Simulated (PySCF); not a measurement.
Spectrum to structure. Method used: PySCF 2.14.0, density-fitted response routines, TDDFT B3LYP/def2-SVPD, vertical, gas phase, core orbitals frozen in the response. Geometries: GFN2-xTB, one conformer each.

```json
{"state": "S1", "λ (nm)": "270.6", "f": "0.182"}
{"state": "S2", "λ (nm)": "268.7", "f": "0.012"}
{"state": "S3", "λ (nm)": "247.4", "f": "0.180"}
{"state": "S4", "λ (nm)": "219.6", "f": "0.0037"}
{"state": "S5", "λ (nm)": "215.3", "f": "0.0015"}
{"state": "S6", "λ (nm)": "199.9", "f": "0.016"}
{"state": "S7", "λ (nm)": "197.9", "f": "0.0094"}
{"state": "S8", "λ (nm)": "196.2", "f": "0.047"}
```

Triplets computed (Tamm–Dancoff): 3.12, 4.36, 4.45 eV.

Question: Which structure fits? All have the formula C4H9PSi2.
A. `C=C[Si@H](P)C#C[SiH3]`
B. `C#C/C([SiH3])=C/[SiH2]P`
C. `P[Si@H]([SiH2]C#C)C=C`
D. `C=C1[SiH2][Si@@H](P)C1=C`
E. `C([SiH2]/C=C/[SiH2]P)#C`

Answer: B. Its S1 lies at 4.58 eV; the nearest of the others has S1 at 4.11 eV. S1 is HOMO→LUMO (73%), HOMO-1→LUMO (20%). Löwdin shares by element: HOMO carbon 46% or more, phosphorus 22% (atoms not listed hold the other 32%); LUMO carbon 62% or more, silicon 9% or more (atoms not listed hold the other 29%). At the same level the other candidates give, for their lowest levels:
- `C#C[SiH2]/C=C/[SiH2]P`: 236 nm (f 0.002); 213 nm (f 0.000); 202 nm (f 0.001); 200 nm (f 0.028); 200 nm (f 0.005); T1 4.21 eV; HOMO -7.22, LUMO -1.13 eV
- `C=C[Si@H](P)C#C[SiH3]`: 240 nm (f 0.002); 225 nm (f 0.040); 224 nm (f 0.012); 219 nm (f 0.009); 212 nm (f 0.082); T1 4.25 eV; HOMO -7.19, LUMO -1.15 eV
- `C#C[SiH2][Si@@H](P)C=C`: 239 nm (f 0.056); 220 nm (f 0.078); 210 nm (f 0.010); 208 nm (f 0.095); 207 nm (f 0.027); T1 4.22 eV; HOMO -6.96, LUMO -1.04 eV
- `C=C1[SiH2][Si@@H](P)C1=C`: 301 nm (f 0.023); 275 nm (f 0.088); 256 nm (f 0.033); 237 nm (f 0.005); 228 nm (f 0.002); T1 2.69 eV; HOMO -6.70, LUMO -2.02 eV

The values belong to the conformer `[CH:1]#[C:2]/[C:3]([SiH3:4])=[CH:5]/[SiH2:6][PH2:7]`: C3–C5–Si6–P7 64°, H–P7–Si6–C5 149°, H–P7–Si6–C5 57°.
